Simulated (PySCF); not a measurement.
Electronic structure of Ir (iridium, neutral) at the PBE level

Configuration: [Xe] 4f14 5d7 6s2, high-spin 4F determinant. Calculation: PySCF 2.14, in ANO-RCC-VTZP; scalar relativity by spin-free X2C-1e.

```
Total energy                        : -17828.97 hartree
One-electron energy                 : -24439.59 hartree
Hartree (Coulomb) energy            : 6963.81 hartree
Exchange-correlation energy         : -353.18 hartree
⟨S²⟩                                : 3.7562
⟨L²⟩                                : 12.012
Sum of ⟨r⟩                          : 46.29 bohr
Sum of ⟨r²⟩                         : 65.53 bohr²
Langevin diamagnetic susceptibility : -51.9 ×10⁻⁶ cm³/mol
```

```tsv
shell	electrons	mean orbital energy (eV)	spread (eV)	rms radius, mean of both spins (bohr)
1s β	1	-75842.8	0	0.0197
1s α	1	-75842.8	0	0.0197
2s α	1	-13269.8	0	0.0796
2s β	1	-13269.6	0	0.0796
2p α	3	-11577.2	0	0.0727
2p β	3	-11577.0	0	0.0727
3s α	1	-3105.9	0	0.203
3s β	1	-3105.8	0	0.203
3p α	3	-2607.9	0	0.205
3p β	3	-2607.9	0	0.205
3d α	5	-2037.9	0.091	0.187
3d β	5	-2037.8	0.000	0.187
4s α	1	-662.66	0	0.450
4s β	1	-662.49	0	0.450
4p α	3	-498.25	0	0.479
4p β	3	-498.09	0	0.479
4d α	5	-290.67	0.241	0.515
4d β	5	-290.48	0.101	0.515
5s α	1	-98.179	0	1.04
5s β	1	-96.747	0	1.04
4f α	7	-62.609	0.343	0.592
4f β	7	-62.303	0.083	0.592
5p α	3	-55.672	0	1.20
5p β	3	-53.875	0	1.20
5d α	5	-7.976	0.763	1.89
6s α	1	-6.743	0	3.13
5d β	2	-6.458	0	1.89
6s β	1	-5.760	0	3.13
```

Spin-orbit coupling, absent here, splits the open shell strongly.

Densities and radii are taken from the X2C orbitals without a picture-change correction, which distorts them close to the nucleus.
